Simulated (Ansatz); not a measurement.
Geometry optimisation, Ansatz 0.2.0, RKS PBE0-D4/def2-SVP.

Input:

```yaml
crystal:
  periodic: [false, false, false]
  atoms:
    - { symbol: Si, position_ang: [-0.6288, -0.5417, -0.5707] }
    - { symbol: Cl, position_ang: [0.9432, -2.235, 0.3668] }
    - { symbol: H, position_ang: [0.0211, -0.9756, -1.7988] }
    - { symbol: H, position_ang: [-1.3748, -0.9401, 0.6101] }
    - { symbol: "N", position_ang: [-1.8335, 0.4642, -1.2837] }
    - { symbol: H, position_ang: [1.274, 0.3983, 1.3757] }
    - { symbol: "N", position_ang: [0.7445, 0.856, 0.2404] }
    - { symbol: H, position_ang: [1.5704, -1.3162, 1.7151] }
    - { symbol: F, position_ang: [1.7534, -0.2661, 2.2628] }
    - { symbol: H, position_ang: [-1.7202, 0.9174, -2.1731] }
    - { symbol: H, position_ang: [-2.556, 0.9078, -0.7423] }
    - { symbol: H, position_ang: [1.5169, 0.9878, -0.396] }
    - { symbol: H, position_ang: [0.2897, 1.7433, 0.3937] }
basis:
  gaussian: { orbitals: def2-SVP }
hamiltonian:
  xc: pbe0
  dispersion: d4
relax:
  f_tol: 0.15
  max_steps: 25
  restrain:
    - { distance: [0, 6], at: 1.82, k: 30.0 }
    - { distance: [5, 8], at: 0.88, k: 30.0 }
    - { distance: [7, 1], at: 1.33, k: 30.0 }
    - { distance: [0, 1], at: 3.43, k: 30.0 }
    - { distance: [5, 6], at: 2.32, k: 30.0 }
    - { distance: [7, 8], at: 2.18, k: 30.0 }
```

Command:

```bash
$ ansatz run input.yaml --threads 2 --pin off --max-ram 3072MiB --backend cpu --events-out ev --progress --plain --runs-dir out
```

Question: Where does it end, and by what steps?

Answer: The forces met the threshold. The restraints hold the end off the free minimum. After 9 steps the energy has fallen by 0.637 eV (the restraints' own energy left out); H6 moved furthest, 0.65 Å. Joined: Cl2–H8 (1.75 → 1.31 Å), H6–F9 (1.21 → 0.91 Å).

| step | energy less start (eV) | largest force component (eV/Å) | accepted |
| --- | --- | --- | --- |
| 0 | 0.0000 | 2.591 | yes |
| 1 | -0.0426 | 2.958 | yes |
| 2 | 0.0190 | 4.783 | yes |
| 3 | -0.1848 | 3.380 | yes |
| 4 | -0.4680 | 1.526 | yes |
| 5 | -0.5960 | 0.941 | yes |
| 6 | -0.6158 | 1.241 | yes |
| 7 | -0.6195 | 1.266 | yes |
| 8 | -0.6244 | 0.903 | no |
| 9 | -0.6368 | 1.307 | yes |

```xyz
13
Properties=species:S:1:pos:R:3
Si -0.689 -0.175 -0.656
Cl 1.456 -2.570 0.548
H -0.051 -1.071 -1.656
H -1.290 -0.890 0.501
N -2.011 0.662 -1.378
H 1.454 0.315 1.996
N 0.631 0.898 -0.074
H 1.718 -1.923 1.659
F 1.805 -0.051 2.757
H -1.962 1.143 -2.267
H -2.855 0.884 -0.866
H 1.455 0.921 -0.671
H 0.340 1.857 0.107
```

The run took 36 s on 2 threads of Intel(R) Xeon(R) Platinum 8488C (Sapphire Rapids), on a shared host, peak memory 0.31 GiB.
